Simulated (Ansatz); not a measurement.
Molecule: sum formula GeIF2, charge 0, multiplicity 2. It need not be the lowest isomer of its formula. SMILES: [I][Ge]([F])[F]
Coordinates optimised at B3LYP-D3(BJ)/def2-TZVP (Ansatz, a first-principles code):
```
Ge
F 1 1.7449
F 1 1.7449 2 102.29
I 1 2.5719 2 109.62 3 116.27
```
Charge 0, spin multiplicity 2.

Wanted: atomisation energy (electronic, to ground-state atoms), in kcal/mol. Valence correlation only, unless marked. UHF or UKS for open shells. No spin-orbit coupling. The frozen core is the preceding noble-gas configuration, with the filled d and f shells of earlier blocks. In def2 rows, elements after Kr have scalar-relativistic effective core potentials. STO-3G rows are all-electron and non-relativistic. The coupled-cluster limit lacks core correlation, which all-electron functionals hold. CBS(X,Y): correlation extrapolated as X^-3; Hartree-Fock from the larger set.

| level | program | atomisation energy (kcal/mol) |
|---|---|---|
| PBE/def2-TZVPD | Ansatz | 291.9 |

**Question.** Estimate the value at CCSD(T)/CBS(def2-TZVPP,def2-QZVPP) as computed with Ansatz.

**Answer.** 282.9 kcal/mol
